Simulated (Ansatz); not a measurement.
A structure relaxed at r2SCAN-D4/def2-SVP in Ansatz, charge 0, singlet:

Cartesian coordinates in Å:
```
Zn 3.777 -1.007 0.156
O 1.789 -0.324 2.660
O 2.238 0.484 0.061
Zn 1.393 -1.147 -1.065
Zn -0.009 -1.390 2.582
O 0.478 -1.922 0.660
O 0.491 0.148 -2.231
Zn -0.986 0.063 -3.785
Zn -1.192 -2.674 -0.203
O -0.119 -2.531 -1.992
Zn 0.976 1.295 1.325
O -0.807 0.338 1.894
O -0.021 2.266 -0.317
Zn -1.222 1.079 -1.315
Zn -2.684 -0.094 1.184
O -1.868 -0.766 -0.542
Zn -0.227 3.691 1.276
O -2.676 1.779 0.255
H 3.254 -1.693 1.577
H 5.150 -0.482 -0.358
H 2.544 -0.926 2.120
H 2.180 -0.105 3.520
H 2.615 1.157 -0.525
H 2.810 -1.958 -1.123
H -0.474 -2.346 3.691
H 1.133 -2.623 0.825
H 1.118 0.811 -2.553
H -0.499 0.724 -5.107
H -1.564 -1.442 -3.380
H -2.060 -3.886 0.171
H 0.164 -3.340 -2.447
H -0.758 -1.981 -2.708
H 0.976 2.645 2.245
H -1.025 0.943 2.625
H 0.613 2.689 -0.913
H -2.034 1.185 -2.728
H -3.864 -0.623 2.015
H -2.553 -0.933 -1.213
H -1.695 3.127 1.812
H 0.333 5.092 0.894
H -2.181 2.481 0.952
H -3.515 2.194 0.003
```

**Question.** Give its formula and point group.

**Answer.** Zn9O9H24. Point group C3 (tolerance 0.1 Å).

**Question.** Summarise the bond lengths by kind (pairs closer than 1.2 times the sum of covalent radii, bridged metal pairs left out).

**Answer.** 24 × O–Zn 1.96 to 2.25 Å; 12 × H–Zn 1.54 to 1.66 Å; 12 × H–O 0.97 to 1.11 Å.

Single mean-field runs in def2-SVP are fitted with def2-universal-jkfit. In the singlet, H19 and H21 lie 1.18 Å apart, H29 and H32 lie 1.18 Å apart, H39 and H41 lie 1.18 Å apart (atoms count from 1), so these atoms are partly bonded to each other.
